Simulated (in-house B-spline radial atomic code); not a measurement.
A radial electron density 4πr²n(r) was computed for an atom or ion in its tabulated ground configuration with an all-electron radial atomic-structure program (B-spline basis); method: non-relativistic Hartree-Fock, spin-polarised, averaged over the determinants with the given up and down occupations. Columns: r (bohr), 4πr²n(r) (electrons per bohr), bar.

```
  0.0038    0.429 #
 0.00457   0.6053 #
  0.0055   0.8511 ##
 0.00662     1.19 ###
 0.00796    1.648 ####
 0.00958    2.267 #####
  0.0115    3.072 #######
  0.0139    4.158 ##########
  0.0167    5.489 #############
  0.0201    7.137 #################
  0.0242    9.082 ######################
  0.0291    11.24 ###########################
   0.035     13.5 #################################
  0.0421    15.63 ######################################
  0.0507    17.33 ##########################################
   0.061    18.26 ############################################
  0.0734    18.18 ############################################
  0.0884    17.04 #########################################
   0.106    15.21 #####################################
   0.128    13.24 ################################
   0.154    12.08 #############################
   0.185    12.31 ##############################
   0.223    13.96 ##################################
   0.268    16.16 #######################################
   0.323    17.65 ###########################################
   0.389    17.17 #########################################
   0.468    14.45 ###################################
   0.563    10.33 #########################
   0.677    6.328 ###############
   0.815    3.725 #########
   0.981    2.882 #######
    1.18    3.143 ########
    1.42     3.52 ########
    1.71    3.378 ########
    2.06    2.674 ######
    2.48    1.745 ####
    2.98   0.9422 ##
    3.59   0.4103 #
    4.31   0.1453 
    5.19  0.03914 
    6.25 0.007783 
    7.52  0.00109
```

(1) Which atom or ion is it?
A. Cl
B. Si
C. S
D. K+

## Answers

(1) C. The area under the curve, ∫4πr²n dr = ∫r·4πr²n d(ln r) on this logarithmic grid, is 16 electrons, which only this option has. The configuration is [Ne] 3s2 3p4.
